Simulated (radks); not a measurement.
Values are calculated unless marked as measured or tabulated.
Problem. The rhenium ion Re+, [Xe] 4f14 5d5 6s1. Level of theory: non-relativistic Kohn-Sham, LDA (Slater exchange, Perdew-Wang correlation), spin-polarised, spherical densities, point nucleus (a radial shooting solver on a logarithmic mesh with Libxc functionals). Every spin shell is full or empty, so the densities are truly spherical. Functionals are evaluated on that one density, not self-consistently. Rank these exchange functionals by their error against the exact value of the orbitals, and give that value: LDA, B88, PBE, PW91, AM05, SOGGA, TPSS, revTPSS, SCAN, r2SCAN, MS2, Tao-Mo.

Solution. Exact: -309.755 hartree. From best to worst, with 100 (|E| - |E exact|)/|E exact| (equal figures are ties): r2SCAN -0.09, SCAN +0.15, PW91 +0.16, B88 +0.18, PBE -0.24, TPSS -0.31, MS2 -0.57, Tao-Mo -0.73, revTPSS -0.81, SOGGA -1.75, AM05 -3.60, LDA -3.81.
